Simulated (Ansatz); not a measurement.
```
atom   x (Å)    y (Å)   z (Å)
   O  0.0000   0.0000  0.0000
   H  0.0000   2.0046  1.3890
   H  0.0000  -2.0046  1.3890
```

Basis set: pcseg-2 (spherical functions). Charge 0, multiplicity 1.

Computed with Ansatz (development build ahead of 0.2.0); each method stands on the lowest determinant of its kind that the runs found. Restricted functionals stand beside restricted open-shell atoms, which can lie above the unrestricted atoms usual in DFT and then raise those values.

The atomization energy at this shape (free ground-state atoms in the same class of orbitals less the molecule, no zero-point energy) of singlet H2O:

| method | atomization energy |
| --- | --- |
| PBE (restricted) | -1.30 eV |
| PBE0 (restricted) | -3.13 eV |
| RHF | -8.40 eV |

(1) What does PBE (unrestricted) give?

Results:

(1) 0.46 eV. Caution: the shape is not the minimum. Caution for PBE (unrestricted), PBE (restricted), PBE0 (restricted): charge can spread falsely over distant fragments. Caution for PBE (unrestricted): the unrestricted determinant is a mixture of spin states. Caution for PBE (restricted): an unrestricted determinant lies well below. Caution for PBE (restricted), PBE0 (restricted), RHF: the molecule lies well above its atoms at this level. Caution for PBE0 (restricted), RHF: stretched shape with no unrestricted run beside it, a lower state can exist.
